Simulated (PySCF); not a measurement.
MgClBr, SMILES [Cl][Mg][Br]. Coordinates come from a B3LYP-D3(BJ)/def2-TZVP optimisation.

Computed equilibrium geometry at B3LYP-D3(BJ)/def2-TZVP (PySCF confirms it by a frequency run) as bond lengths and angles, and its point group:
point group C∞v.
Atoms: Mg1 Cl2 Br3. Bonds (Å): Mg1–Cl2 2.177, Mg1–Br3 2.326. Bond angles (°): Cl2–Mg1–Br3 180.0.
Charge 0, spin multiplicity 1.
